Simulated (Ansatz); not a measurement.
System: Ge₄H₁₀, charge 0, multiplicity 1. 
Structure (B3LYP-D3(BJ)/def2-TZVP (Ansatz, a quantum-chemistry and plane-wave program) minimum search):
```xyz
14

Ge    -2.0786     1.3334     0.2703
Ge    -0.8414    -0.5102     1.2778
Ge     0.8014    -1.3641    -0.3132
Ge     2.1174     0.4842    -1.2057
H     -3.1776     1.8579     1.2117
H     -1.1129     2.4880    -0.0514
H     -2.7345     0.8713    -1.0434
H     -1.8120    -1.6268     1.7130
H     -0.1105    -0.0036     2.5378
H      1.7260    -2.3992     0.3590
H      0.0661    -2.0702    -1.4705
H      1.1970     1.4489    -1.9747
H      3.2170    -0.0143    -2.1606
H      2.7801     1.2623    -0.0546
```

Computed values are from Ansatz. Valence correlation only, unless marked. UHF or UKS for open shells. Spin-orbit coupling is left out. Frozen are the shells of the preceding noble gas and the d and f shells that filled before the atom's block. No relativistic terms. CBS(X,Y): correlation extrapolated as X^-3; Hartree-Fock from the larger set.

* **atomisation energy De**: 3613.8 kJ/mol at CCSD(T)/CBS(cc-pVTZ,cc-pVQZ)
* **total energy**: -8308.1142 Eh at CCSD(T)/CBS(cc-pVTZ,cc-pVQZ)
* **dipole moment**: 0.13 D at CCSD(T)/aug-cc-pVDZ
* **T1 diagnostic**: 0.012 at CCSD/cc-pVQZ
